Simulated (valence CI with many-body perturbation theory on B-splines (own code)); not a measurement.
Level structure of Hf LI

Computed by configuration interaction combined with many-body perturbation theory (CI+MBPT): four valence electrons over a frozen Dirac-Fock core [Ar], a basis of 7 s, 7 p, 8 d, 6 f, 4 g, 1 h functions for each j, with the one-electron correlation potential Σ1 (screened to all orders), the two-electron term Σ2, the three-electron term Σ3, Breit, model QED; selected single and double excitations, second order for the rest, scaled by the run's own slope (own B-spline code, finite nucleus).

No measured spectrum was set against this ion. As an estimate, large intervals hold to a few tenths of a per cent, small ones and those within an open d or f shell to about a per cent. Excitations out of the core, of the other parity, are not computed and may begin above about 232 eV (a cautious bound); beyond it only levels of the ground parity were kept, without lifetimes. Only levels of the ground parity were solved; by the run's estimate the other parity begins above the list, which can be wrong where configurations are misplaced.

Levels 1 to 34 of 34, with energies above the lowest level, (3d3/2^4) J=0. "Leading %" is the weight of the configuration and term that name the level; weights of strongly mixed levels are sums over their largest components and can fall short. In the jj column 3d3/2^4 stands for four electrons in 3d with j = 3/2.

| No. | Configuration | Term | J | E (cm⁻¹) | Leading % | g | Leading jj |
| --- | --- | --- | --- | --- | --- | --- | --- |
| 1 | 3d4 | 3P | 0 | 0 | 60 |  | 3d3/2^4 (99 %) |
| 2 | 3d4 | 5D | 1 | 447170 | 58 | 1.490 | 3d3/2^3 3d5/2 (99 %) |
| 3 | 3d4 | 3F | 4 | 540670 | 29 | 1.063 | 3d3/2^3 3d5/2 (99 %) |
| 4 | 3d4 | 5D | 2 | 562380 | 35 | 1.204 | 3d3/2^3 3d5/2 (94 %) |
| 5 | 3d4 | 3F | 3 | 589540 | 30 | 1.120 | 3d3/2^3 3d5/2 (95 %) |
| 6 | 3d4 | 5D | 0 | 962130 | 67 |  | 3d3/2^2 3d5/2^2 (98 %) |
| 7 | 3d4 | 5D | 2 | 968580 | 52 | 1.264 | 3d3/2^2 3d5/2^2 (95 %) |
| 8 | 3d4 | 3H | 4 | 984430 | 40 | 1.141 | 3d3/2^2 3d5/2^2 (98 %) |
| 9 | 3d4 | 5D | 3 | 1000200 | 49 | 1.171 | 3d3/2^2 3d5/2^2 (94 %) |
| 10 | 3d4 | 3H | 5 | 1029700 | 67 | 1.078 | 3d3/2^2 3d5/2^2 (100 %) |
| 11 | 3d4 | 1I | 6 | 1052100 | 53 | 1.068 | 3d3/2^2 3d5/2^2 (99 %) |
| 12 | 3d4 | 3D | 1 | 1068200 | 41 | 1.076 | 3d3/2^2 3d5/2^2 (96 %) |
| 13 | 3d4 | 3F | 3 | 1094400 | 45 | 1.067 | 3d3/2^2 3d5/2^2 (98 %) |
| 14 | 3d4 | 3G | 4 | 1096500 | 55 | 1.027 | 3d3/2^2 3d5/2^2 (98 %) |
| 15 | 3d4 | 3F | 2 | 1111300 | 32 | 1.079 | 3d3/2^2 3d5/2^2 (97 %) |
| 16 | 3d4 | 3F | 2 | 1209300 | 51 | 0.972 | 3d3/2^2 3d5/2^2 (97 %) |
| 17 | 3d4 | 3F | 4 | 1250700 | 66 | 1.182 | 3d3/2^2 3d5/2^2 (97 %) |
| 18 | 3d4 | 1D | 2 | 1347500 | 41 | 1.132 | 3d3/2^2 3d5/2^2 (94 %) |
| 19 | 3d4 | 3P | 0 | 1465400 | 58 |  | 3d3/2^2 3d5/2^2 (81 %) |
| 20 | 3d4 | 5D | 4 | 1503200 | 38 | 1.158 | 3d3/2 3d5/2^3 (96 %) |
| 21 | 3d4 | 3F | 3 | 1513600 | 43 | 1.188 | 3d3/2 3d5/2^3 (97 %) |
| 22 | 3d4 | 3D | 1 | 1553700 | 50 | 0.990 | 3d3/2 3d5/2^3 (97 %) |
| 23 | 3d4 | 3G | 5 | 1559200 | 67 | 1.134 | 3d3/2 3d5/2^3 (100 %) |
| 24 | 3d4 | 3H | 6 | 1564200 | 53 | 1.077 | 3d3/2 3d5/2^3 (99 %) |
| 25 | 3d4 | 3F | 2 | 1625000 | 47 | 1.059 | 3d3/2 3d5/2^3 (95 %) |
| 26 | 3d4 | 3D | 3 | 1640500 | 37 | 1.086 | 3d3/2 3d5/2^3 (98 %) |
| 27 | 3d4 | 1S | 0 | 1705900 | 77 |  | 3d3/2 3d5/2^3 (77 %) |
| 28 | 3d4 | 3F | 3 | 1757500 | 64 | 1.054 | 3d3/2 3d5/2^3 (100 %) |
| 29 | 3d4 | 3P | 1 | 1761600 | 89 | 1.402 | 3d3/2 3d5/2^3 (99 %) |
| 30 | 3d4 | 1G | 4 | 1763300 | 66 | 1.045 | 3d3/2 3d5/2^3 (97 %) |
| 31 | 3d4 | 1D | 2 | 1796000 | 62 | 1.107 | 3d3/2 3d5/2^3 (89 %) |
| 32 | 3d4 | 3F | 4 | 2090900 | 46 | 1.158 | 3d5/2^4 (98 %) |
| 33 | 3d4 | 1D | 2 | 2173700 | 34 | 1.097 | 3d5/2^4 (94 %) |
| 34 | 3d4 | 3P | 0 | 2370700 | 53 |  | 3d5/2^4 (92 %) |

The ionisation energy to 3d3 4F_3/2 of the next ion comes out as 4573.1 eV (NIST: 4573 ± 4 eV (theoretical)). All 34 levels together are meant to be complete up to 1869000 cm⁻¹.
